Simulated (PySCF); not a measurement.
SbBr⁺: from constants to spectrum

revPBE constants of SbBr⁺, ²Π (doublet), unpaired electrons π ↑ (basis Sb def2-TZVPPD with ECP28, Br def2-TZVPPD; scalar-relativistic core potentials; PySCF 2.14; masses 120.9038 and 78.9183 u):

| Item | Value |
| --- | --- |
| ωe | 295.3 cm⁻¹ |
| ωexe | 0.65 cm⁻¹ |
| Be | 0.060504 cm⁻¹ |
| αe | 0.000176 cm⁻¹ |
| De to Sb⁺ + Br | 3.48 eV |

Problem. What force constant and bond length do these constants imply?

Solution. Reduced mass μred = 47.750 u; k = 5.8918×10⁻⁷·μred·ωe² (u, cm⁻¹, mdyn/Å) = 2.45 mdyn/Å; Re = √(16.8576/(μred·Be)) (u, cm⁻¹, Å) = 2.416 Å.

Problem. Estimate the centrifugal constant D from the Kratzer relation and find the Dunham coefficient a1.

Solution. D = 4Be³/ωe² = 1.02e-08 cm⁻¹; a1 = −1 − αeωe/(6Be²) = -3.37.

These are scalar-relativistic numbers at best; spin–orbit coupling would shift them, the dissociation energy most. For an ion De counts to the pair picked by the measured ionisation energies or electron affinities, which need not be the lowest pair at this level. The state was picked by a PBE0 search and need not be the measured ground state.
